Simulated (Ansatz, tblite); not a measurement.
Removing and adding an electron: Zr(OH)F3 (ZrOF3H). Charge 0, multiplicity 1. Geometry: PBE0-D4/def2-SVP. Ansatz, gas phase; energy differences of separate SCF runs; the oxidised species was run as a doublet alone; the reduced species was run as a doublet alone.

```xyz
6

Zr    0.009    0.037    0.469
O    -0.028   -0.111   -1.423
H    -0.045   -0.187   -2.376
F     1.797    0.333    1.055
F    -0.651   -1.570    1.252
F    -1.082    1.498    1.023
```

In the def2 sets Zr takes a core potential; there is no spin–orbit coupling. The xTB rows come from tblite. HOMO above LUMO, or a gap near zero within one spin, warns that the state may not be the lowest or that an electron is smeared out.

| level | −HOMO (eV) | vertical IE (eV) | −LUMO (eV) | vertical EA (eV) | HOMO–LUMO gap (eV) | IE − EA (eV) | remarks |
| --- | --- | --- | --- | --- | --- | --- | --- |
| GFN2-xTB | 12.91 | 16.72 | 7.97 | 4.56 | 4.94 | 12.16 | – |
| PBE-D4/def2-TZVPD | 8.56 | – | 1.63 | -0.24 | 6.94 | – | HOMO above zero (-1 doublet) |
| r2SCAN-D4/def2-TZVP | 8.91 | 12.42 | 1.38 | – | 7.54 | – | – |
| r2SCAN-D4/def2-TZVPD | 8.93 | – | 1.40 | -0.40 | 7.54 | – | HOMO above zero (-1 doublet) |

(1) Estimate the rows for GFN1-xTB, PBE-D4/def2-TZVP, PBE0-D4/def2-TZVP, PBE0-D4/def2-TZVPD.

Answers

(1) 
```
             level  −HOMO (eV)  vertical IE (eV)  −LUMO (eV)  vertical EA (eV)  HOMO–LUMO gap (eV)  IE − EA (eV)                                     remarks
          GFN1-xTB       13.49             16.84        9.21              5.67                4.28         11.17                                           –
  PBE-D4/def2-TZVP        8.50             12.22        1.56                 –                6.94             –  gap within one spin near zero (+1 doublet)
 PBE0-D4/def2-TZVP       10.28             12.71        0.67                 –                9.61             –                                           –
PBE0-D4/def2-TZVPD       10.31                 –        0.70             -0.36                9.61             –                HOMO above zero (-1 doublet)
```

   A HOMO above zero means that the electron is unbound at that level or that self-interaction error raises the level; the energy of removing that electron tells which. Raw xTB energy differences between charge states are shifted by several eV; the methods need an empirical correction for them. A negative affinity means that the extra electron isn't bound; its size then hangs on the basis.
